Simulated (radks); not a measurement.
The numbers below are computed, except where a source is named.
Problem. Ionisation of the lutetium ion Lu+, [Xe] 4f14 6s2, to Lu2+, [Xe] 4f14 6s1, under several functionals. Dirac Kohn-Sham, spin-unpolarised, spherical densities, point nucleus; a radial shooting solver on a logarithmic mesh with Libxc functionals. The NIST Atomic Spectra Database gives 14.13 eV (semi-empirical). Rank these functionals by the error of their Delta-SCF ionisation energy: LDA (Slater exchange, Perdew-Wang correlation); BP86; revPBE; SOGGA; LDA (Slater exchange, Perdew-Zunger correlation); PBE.

Solution. From best to worst: revPBE 14.151 eV (+0.021); SOGGA 14.157 eV (+0.027); PBE 14.269 eV (+0.139); BP86 14.469 eV (+0.339); LDA (Slater exchange, Perdew-Wang correlation) 14.563 eV (+0.433); LDA (Slater exchange, Perdew-Zunger correlation) 14.569 eV (+0.439). Spin polarisation and multiplet splitting are left out, so open shells lie too high by an amount that depends on their filling.

Beside tabulated values, note that spin-unpolarised runs miss the spin-polarisation part of the exchange energy of open shells.
